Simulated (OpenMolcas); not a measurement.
An atom or ion with 67 electrons was computed by XMS-CASPT2, IPEA 0.25 Eh, imaginary shift 0.1 Eh with spin-orbit coupling (OpenMolcas, ANO-RCC-VTZP, DKH2). The lowest levels that the run gave, each within 12 % of the measured value where one is at hand:

| J | Parity | E (cm⁻¹) | g |
| --- | --- | --- | --- |
| 15/2 | odd | 0.0 | 1.197 |
| 13/2 | odd | 5580 | 1.107 |
| 11/2 | odd | 9010 | 0.981 |
| 9/2 | odd | 11150 | 0.814 |
| 9/2 | odd | 14570 | 1.213 |
| 3/2 | odd | 18500 | 1.703 |
| 11/2 | odd | 18540 | 1.117 |
| 7/2 | odd | 19470 | 1.209 |
| 5/2 | odd | 21350 | 1.045 |
| 3/2 | odd | 21420 | 0.730 |
| 9/2 | odd | 22720 | 1.051 |
| 11/2 | odd | 25560 | 1.231 |

Q: Which ion is it, and what are the configurations and terms?

A: Ho (Z = 67, neutral; active space 11 electrons in 7 orbitals (4f)). J, parity and g give the terms where levels are pure, and mixed ones are named by the computed weights; the size of the splittings, set against known spectra of the 67-electron sequence, gives the charge. In order, with the measured energies in cm⁻¹ (NIST Handbook of Basic Atomic Spectroscopic Data): 4f¹¹ 6s² ⁴I°_15/2, 4f¹¹ 6s² ⁴I°_13/2 (5420), 4f¹¹ 6s² ⁴I°_11/2 (8605), 4f¹¹ 6s² ⁴I°_9/2 [70 %] (10696), 4f¹¹ 6s² ⁴F°_9/2 [68 %], 4f¹¹ 6s² ⁴S°_3/2 [70 %], 4f¹¹ 6s² ²H°_11/2 [67 %], 4f¹¹ 6s² ⁴F°_7/2, 4f¹¹ 6s² ⁴F°_5/2, 4f¹¹ 6s² ⁴F°_3/2 [66 %], 4f¹¹ 6s² ²H°_9/2 [32 %], 4f¹¹ 6s² ⁴G°_11/2.

Term energies are means over components that CASPT2 splits; among the terms shown or strongly mixed into the levels shown the widest spread is 890 cm-1 (4f¹¹ 6s² ⁴I°). High states are left out of the spin-orbit mixing, which shifts the levels that they would mix with. With the s shell closed, the reference lacks s² → p² mixing. The CASPT2 spread within a term exceeds the gap to the next term for 4f¹¹ 6s² ²D° and 4f¹¹ 6s² ²P°, so the order of their levels is uncertain. Computed and measured levels are paired by configuration, term and J; levels that our copy of the source lacks, or whose pairing is in doubt (as where it misses far off the trend of its configuration), stay unpaired and out of the deviations. Levels of configurations outside the active space are missing.

A share in square brackets marks a mixed level and gives the weight of the term that names it. ° marks odd parity.
